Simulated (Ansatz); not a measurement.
Molecule: C₅H₇, charge -1, multiplicity 1. It need not be the lowest isomer of its formula. Whether it binds its extra electron was not tested at this geometry. 
Geometry from a B3LYP-D3(BJ)/def2-TZVP (Ansatz, a first-principles code) optimisation:
SMILES: C(/[C-]=C)=C/C
```xyz
12

C      2.0421    -0.3340     0.5562
C      1.1731    -0.2276    -0.4491
C      0.1243     0.7098    -0.5911
C     -1.1966     0.5941    -0.2652
C     -1.7561    -0.6262     0.4070
H      2.8321    -1.0909     0.5718
H      2.0387     0.3157     1.4502
H      0.3975     1.6141    -1.1455
H     -1.8922     1.3672    -0.5779
H     -1.7061    -0.5997     1.5059
H     -2.8094    -0.7916     0.1454
H     -1.1815    -1.5113     0.1029
```
Charge -1, spin multiplicity 1.

Basis-set convergence of Hartree-Fock and MP2 correlation energies (hartree) with Ansatz. Correlated levels leave the core frozen unless marked. No spin-orbit coupling. Non-relativistic. This anion needs diffuse functions, which these sets lack.

| basis | functions | E(HF) | E(corr, MP2) |
|---|---|---|---|
| cc-pVDZ | 105 | -193.29929 | -0.68821 |
| cc-pVTZ | 248 | ? | ? |

Fill in the missing entries.


- cc-pVTZ, E(HF): -193.35715
- cc-pVTZ, E(corr, MP2): -0.84093
